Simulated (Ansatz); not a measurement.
Geometry optimisation, RKS PBE-D4/def2-SVP (Ansatz 0.2.0).

input.yaml

```yaml
crystal:
  periodic: [false, false, false]
  atoms:
    - { symbol: Ge, position_ang: [0.0, 0.0, 0.0] }
    - { symbol: H, position_ang: [0.0, 0.0, 1.55] }
    - { symbol: H, position_ang: [1.4616, 0.0, -0.5162] }
    - { symbol: H, position_ang: [-0.73, 1.2648, -0.5162] }
    - { symbol: O, position_ang: [-0.8337, -1.4443, -0.5894] }
    - { symbol: H, position_ang: [-1.2883, -1.91, 0.183] }
basis:
  gaussian: { orbitals: def2-SVP }
hamiltonian:
  xc: pbe
  dispersion: d4
relax:
  f_tol: 0.02
  max_steps: 40
```

Launched with:

```bash
$ ansatz run input.yaml --threads 1 --pin off --max-ram 2048MiB --backend cpu --events-out ev --progress --plain --runs-dir out
```

Task: Where does it end, and by what steps?

Result: The forces met the threshold. The force dipped under the threshold on the way, but the program's further checks kept it going. After 10 steps the energy has fallen by 0.074 eV; H6 moved furthest, 0.39 Å.

| step | energy less start (eV) | largest force component (eV/Å) | accepted |
| --- | --- | --- | --- |
| 0 | 0.0000 | 1.506 | yes |
| 1 | -0.0458 | 0.561 | yes |
| 2 | -0.0533 | 0.043 | yes |
| 3 | -0.0586 | 0.450 | yes |
| 4 | -0.0664 | 0.215 | yes |
| 5 | -0.0653 | 0.303 | no |
| 6 | -0.0705 | 0.099 | yes |
| 7 | -0.0737 | 0.007 | yes |
| 8 | -0.0392 | 1.611 | no |
| 9 | -0.0739 | 0.060 | yes |
| 10 | -0.0740 | 0.001 | yes |

```xyz
6
Properties=species:S:1:pos:R:3
Ge 0.038 -0.009 0.064
H 0.129 0.092 1.616
H 1.444 0.018 -0.575
H -0.844 1.154 -0.480
O -0.630 -1.609 -0.437
H -1.527 -1.735 -0.077
```

The run took 12 s on 1 thread of Arm Neoverse V2 (shared host), peak memory 0.11 GiB.
